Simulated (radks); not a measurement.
Results of a calculation; reference values are marked as such.
Question: Ionisation of neutral iridium, [Xe] 4f14 5d7 6s2, to Ir+, [Xe] 4f14 5d7 6s1, under several functionals. Scalar-relativistic Kohn-Sham, spin-polarised, spherical densities, point nucleus; open shells are filled with parallel spins first (spin-orbit coupling, left out, can overturn this in heavy ions); a radial shooting solver on a logarithmic mesh with Libxc functionals. The NIST Atomic Spectra Database gives 8.967 eV (measured). Rank these functionals by the error of their Delta-SCF ionisation energy: LDA (Slater exchange, Perdew-Zunger correlation); exchange-only LDA; B86b exchange with PBE correlation; revPBE; LDA (Slater exchange, VWN5 correlation); AM05; SOGGA.

Answer: From best to worst: AM05 9.023 eV (+0.055); SOGGA 8.904 eV (-0.063); revPBE 8.896 eV (-0.071); B86b exchange with PBE correlation 9.062 eV (+0.095); LDA (Slater exchange, VWN5 correlation) 9.450 eV (+0.483); LDA (Slater exchange, Perdew-Zunger correlation) 9.508 eV (+0.541); exchange-only LDA 8.063 eV (-0.904). Open shells are spherical and high-spin; term and fine-structure splittings are not resolved. Spin-orbit splitting is averaged out at the scalar-relativistic level.
